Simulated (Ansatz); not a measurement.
Species: GeBr3 (charge 0, doublet). It need not be the lowest isomer of its formula. 
Geometry from a B3LYP-D3(BJ)/def2-TZVP (Ansatz, a first-principles code) optimisation:
```xyz
4

Ge     0.5264    -0.2236     0.2007
Br    -0.6251    -1.8711    -1.0031
Br    -0.7852     0.4626     2.0168
Br     0.9291     1.6129    -1.1972
```
Charge 0, spin multiplicity 2.

Basis-set convergence of Hartree-Fock and CCSD correlation energies (hartree) with Ansatz. Cores are frozen in the correlated levels unless marked. UHF or UKS for open shells. No spin-orbit coupling. Frozen are the shells of the preceding noble gas and the d and f shells that filled before the atom's block. No relativistic terms.

```csv
basis,functions,E(HF),"E(corr, CCSD)"
cc-pVDZ,108,-9792.60786,-0.44367
cc-pVTZ,172,-9792.91561,-0.60686
cc-pVQZ,272,-9792.92766,-0.66542
```

Extrapolating the two largest sets (X = 3 and 4) as X^-3: E(corr) = (64·(-0.66542) - 27·(-0.60686))/37 = -0.7082 Eh, an estimate of the basis-set limit. The largest set recovers 94.0 % of it, the smallest 62.7 %.
